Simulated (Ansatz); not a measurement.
Basis sets compared for BeBr₂⁺. The state is a doublet with charge 1. Geometry PBE0-D4/def2-TZVP. Ansatz on 4 threads of AMD EPYC 9B45 on a shared host; times are rough, and most runs start from earlier orbitals.

```xyz
3

Be    0.000    0.000    0.001
Br   -1.275    1.331    0.723
Br    1.275   -1.331   -0.724
```

The 6-31G sets use Cartesian d functions. B3LYP takes the VWN-RPA correlation. The structure comes from a short search, and lower isomers may exist.

```tsv
level	functions	energy (Eh)	HOMO (eV)	LUMO (eV)	wall time
HF/STO-3G	41	-5103.6424	-14.50	-7.87	0.45 s
HF/6-31G	67	-5158.4859	-16.32	-9.75	0.6 s
B3LYP-D4/6-31G	67	-5162.1137	-14.64	-13.31	1.2 s
PBE0-D4/def2-SVP	73	-5161.5279	-14.76	-13.20	2.1 s
```

Estimate the rows for B3LYP-D4/def2-TZVP, PBE0-D4/def2-TZVP.


```csv
level,functions,energy (Eh),HOMO (eV),LUMO (eV),wall time
B3LYP-D4/def2-TZVP,115,-5162.8613,-14.50,-13.23,3 s
PBE0-D4/def2-TZVP,115,-5162.1710,-14.58,-13.09,6 s
```
